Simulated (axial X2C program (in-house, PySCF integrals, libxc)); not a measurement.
## HfS⁻ along the bond: TPSSh, scalar-relativistic

Calculated with an axial X2C code built on PySCF integrals. Spin-free means the one-electron spin-free X2C Hamiltonian. Basis: Hf dyall-acv3z [14s15p10d7f4g], S dyall-av3z [9s8p3d2f] (cores contracted in-house); Gaussian nuclei, density fitting, unrestricted open shells. Masses: Hf 179.947 u, S 31.972 u.

State: M_S = 1/2, Λ = 2 (beyond evenly filled blocks: δ+α). Dipoles are positive if S is the positive end and refer to the centre of mass.

Results along the bond:

| R (Å) | μ (D) | HOMO (eV) | LUMO (eV) | ⟨S²⟩ |
| --- | --- | --- | --- | --- |
| 2.112 | -2.219 | 1.37 | 1.78 | 0.858 |
| 2.180 | -2.647 | 1.25 | 1.78 | 0.870 |
| 2.247 | -3.102 | 1.13 | 1.78 | 0.882 |
| 2.326 | -3.654 | 0.99 | 1.78 | 0.895 |
| 2.404 | -4.220 | 0.85 | 1.77 | 0.909 |
| 2.505 | -4.958 | 0.67 | 1.63 | 0.926 |

The state is a single determinant with fixed occupations, the lowest that a limited PBE0 search found. Other states lie close and PBE0, whose exact exchange favours high spin, may order them wrongly; the determinant shown need not be the ground state. The nearest other spin-free determinant of the search, M_S = 1/2, Λ = 1, lies 0.23 eV up at the distance of the search. The functionals have no current-density term, which raises determinants with orbital currents, atoms included. The highest occupied level of some functionals is positive through self-interaction error; at Hartree–Fock it is bound. The determinant is spin-polarised beyond a pure state at some levels (its spin-free form has ⟨S²⟩ too high), which makes Re and μ there less reliable. The LUMO of an anion is an unbound level whose energy the basis sets.
